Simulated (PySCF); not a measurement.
Cd(Et) (C2H5Cd), SMILES C[CH2][Cd] (connectivity only; charge and spin as stated), neutral, multiplicity 2. Geometry optimised at PBE0-D3(BJ)/def2-TZVP. The spin state was assumed, not searched. The isomer is the one that the SMILES or the coordinates give; other isomers of the formula were not compared. The def2 effective core potentials stand for the cores of Cd; spin–orbit coupling is left out.

These are PySCF 2.14.0 with PBE0-D3(BJ)/def2-TZVP values and carry that method's errors.

Harmonic wavenumbers (cm⁻¹): 156, 203, 267, 567, 875, 887, 1026, 1084, 1230, 1398, 1453, 1483, 1486, 3008, 3077, 3087, 3111, 3154. Rotational constants (GHz): 28.95, 2.727, 2.572; symmetry number 1.

Q: Work out the zero-point energy and the ideal-gas rigid-rotor harmonic-oscillator thermochemistry at 298.15 K and 1 atm.

A: ZPE = ½ Σ hcν = ½ × 27553 cm⁻¹ = 164.80 kJ/mol. H − E(el) = 180.09 kJ/mol. Entropy in J/(mol K): translation 170.51, rotation 104.07, vibration 30.83, spin 5.76, total 311.17. G − E(el) = 87.31 kJ/mol. Cp = 70.09 J/(mol K).
